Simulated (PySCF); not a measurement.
C₂H₆F₂OSi, SMILES F[Si@@H](CO)CF.

Geometry: TPSSh-D3(BJ)/def2-SVP. The structure was generated by enumeration; whether it is a known compound was not checked. Other conformers were not sampled.

Two levels are set side by side: TDA-PBE/def2-SVPD (PySCF) and TDA-PBE0/def2-SVPD (PySCF). Vertical, same geometry. The lowest singlet is HOMO→LUMO 99 % with PBE and HOMO→LUMO 85 % with the other functional; states are paired by order. Differences are taken from unrounded values.

```tsv
quantity	TDA-PBE
lowest singlet excitation (eV)	5.29
lowest triplet excitation (TDA) (eV)	5.08
```

**Question.** These are the TDA-PBE values. What does TDA-PBE0 give? (The exact figures need the calculation; the answer reports its results.)

**Answer.** 
```
quantity                              TDA-PBE0  TDA-PBE minus TDA-PBE0
------------------------------------  --------  ----------------------
lowest singlet excitation (eV)            6.39                   -1.09
lowest triplet excitation (TDA) (eV)      5.98                   -0.90
```

Functionals without exact exchange tend to place singlet excitations lower, as here. Differences between two approximate levels are no errors against the true value.

Rough cost on one machine, each run with all the roots and properties that it gave: TDA-PBE0 against TDA-PBE within a factor of 2.
